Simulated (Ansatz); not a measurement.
Molecule: sum formula SiHClF (charge -1, singlet). It need not be the lowest isomer of its formula. Whether it binds its extra electron was not tested at this geometry. SMILES: F[SiH-]Cl
Structure (B3LYP-D3(BJ)/def2-TZVP (Ansatz, an electronic-structure program) minimum search):
```xyz
4

Si    -0.7894    -0.5007    -0.2280
F     -1.3565     1.0706    -0.0340
Cl     1.4279    -0.0994     0.1324
H     -1.0140    -0.9369     1.2458
```
Charge -1, spin multiplicity 1.

Problem. Give the harmonic wavenumbers at B3LYP-D3(BJ)/def2-TZVP (Ansatz, finite differences of forces, unscaled).

Solution. 201, 349, 694, 725, 827, 1823 cm⁻¹. Zero-point energy 6.6 kcal/mol.

Problem. From these and the geometry, give the ideal-gas thermochemistry at 298.15 K and 1 atm (rigid rotor, harmonic oscillator).

Solution. Point group C1, rotational symmetry number 1. Rotational constants 17.75, 3.794, 3.217 GHz. S(trans) 39.18, S(rot) 24.81, S(vib) 4.07, S(elec, spin only) 0.00, S 68.1 cal/(mol K). H(298) - H(0) 3.13 kcal/mol; G - E(el) -10.6 kcal/mol.
